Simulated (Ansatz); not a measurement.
Input:

```yaml
crystal:
  periodic: [false, false, false]
  atoms:
    - { symbol: C, position_ang: [-0.156828, 1.189659, 0.140528] }
    - { symbol: Si, position_ang: [0.465677, -0.370544, -0.676698] }
    - { symbol: O, position_ang: [0.217078, -1.837952, 0.495007] }
    - { symbol: S, position_ang: [-1.030828, -1.903095, -0.704393] }
    - { symbol: H, position_ang: [0.670918, 1.765465, 0.562022] }
    - { symbol: H, position_ang: [-0.678141, 1.82264, -0.583001] }
    - { symbol: H, position_ang: [-0.856775, 0.920327, 0.935083] }
    - { symbol: H, position_ang: [1.368898, -1.58651, -0.168548] }
basis:
  gaussian: { orbitals: def2-SVPD }
hamiltonian:
  xc: { name: BHLYP }
  dispersion: d4
md:
  timestep: 0.5
  n_steps: 200
  ensemble: nve
  temperature: 300.0
  initial_velocities: maxwell_boltzmann
  seed: 4252
```

Command:

```bash
$ ansatz run input.yaml --threads 2 --pin off --max-ram 3072MiB --backend cpu --events-out ev --progress --plain --runs-dir out
```

Hardware: 2 threads of AMD EPYC 9B45 (Zen 5), with other jobs on the host.

Task: Roughly how long does this run take, and how much memory?

Result: 4.6 min, with a peak of 0.31 GiB, for 201 ionic steps.
